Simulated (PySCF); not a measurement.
A calculated (wB97X, PySCF 2.14, x2c-TZVPPall with one added diffuse shell each of s, p, d, f type, scalar relativity by spin-free X2C-1e) atom or ion has these occupied shells.

```json
{"shell": "1s β", "electrons": "1", "orbital energy (eV)": "-67251.9", "rms radius, mean of both spins (bohr)": "0.0211"}
{"shell": "1s α", "electrons": "1", "orbital energy (eV)": "-67251.9", "rms radius, mean of both spins (bohr)": "0.0211"}
{"shell": "2s α", "electrons": "1", "orbital energy (eV)": "-11581.5", "rms radius, mean of both spins (bohr)": "0.0854"}
{"shell": "2s β", "electrons": "1", "orbital energy (eV)": "-11581.4", "rms radius, mean of both spins (bohr)": "0.0854"}
{"shell": "2p α", "electrons": "3", "orbital energy (eV)": "-10181.8", "rms radius, mean of both spins (bohr)": "0.0775"}
{"shell": "2p β", "electrons": "3", "orbital energy (eV)": "-10181.7", "rms radius, mean of both spins (bohr)": "0.0775"}
{"shell": "3s α", "electrons": "1", "orbital energy (eV)": "-2667.1", "rms radius, mean of both spins (bohr)": "0.219"}
{"shell": "3s β", "electrons": "1", "orbital energy (eV)": "-2667.1", "rms radius, mean of both spins (bohr)": "0.219"}
{"shell": "3p α", "electrons": "3", "orbital energy (eV)": "-2247.6", "rms radius, mean of both spins (bohr)": "0.220"}
{"shell": "3p β", "electrons": "3", "orbital energy (eV)": "-2247.5", "rms radius, mean of both spins (bohr)": "0.220"}
{"shell": "3d α", "electrons": "5", "orbital energy (eV)": "-1742.5", "rms radius, mean of both spins (bohr)": "0.201"}
{"shell": "3d β", "electrons": "5", "orbital energy (eV)": "-1742.4", "rms radius, mean of both spins (bohr)": "0.201"}
{"shell": "4s α", "electrons": "1", "orbital energy (eV)": "-551.62", "rms radius, mean of both spins (bohr)": "0.488"}
{"shell": "4s β", "electrons": "1", "orbital energy (eV)": "-551.52", "rms radius, mean of both spins (bohr)": "0.488"}
{"shell": "4p α", "electrons": "3", "orbital energy (eV)": "-412.83", "rms radius, mean of both spins (bohr)": "0.519"}
{"shell": "4p β", "electrons": "3", "orbital energy (eV)": "-412.75", "rms radius, mean of both spins (bohr)": "0.519"}
{"shell": "4d α", "electrons": "5", "orbital energy (eV)": "-230.89", "rms radius, mean of both spins (bohr)": "0.563"}
{"shell": "4d β", "electrons": "5", "orbital energy (eV)": "-230.78", "rms radius, mean of both spins (bohr)": "0.563"}
{"shell": "5s α", "electrons": "1", "orbital energy (eV)": "-79.015", "rms radius, mean of both spins (bohr)": "1.17"}
{"shell": "5s β", "electrons": "1", "orbital energy (eV)": "-77.748", "rms radius, mean of both spins (bohr)": "1.17"}
{"shell": "5p α", "electrons": "3", "orbital energy (eV)": "-44.938", "rms radius, mean of both spins (bohr)": "1.39"}
{"shell": "5p β", "electrons": "3", "orbital energy (eV)": "-42.984", "rms radius, mean of both spins (bohr)": "1.39"}
{"shell": "4f α", "electrons": "7", "orbital energy (eV)": "-30.874", "rms radius, mean of both spins (bohr)": "0.718"}
{"shell": "4f β", "electrons": "7", "orbital energy (eV)": "-30.635", "rms radius, mean of both spins (bohr)": "0.718"}
{"shell": "6s α", "electrons": "1", "orbital energy (eV)": "-8.018", "rms radius, mean of both spins (bohr)": "3.59"}
{"shell": "5d α", "electrons": "3", "orbital energy (eV)": "-7.595", "rms radius, mean of both spins (bohr)": "2.39"}
{"shell": "6s β", "electrons": "1", "orbital energy (eV)": "-7.414", "rms radius, mean of both spins (bohr)": "3.59"}
```

(1) Name the element and its charge.

Answers

(1) Ta (tantalum, neutral), in [Xe] 4f14 5d3 6s2, high-spin 4F determinant.
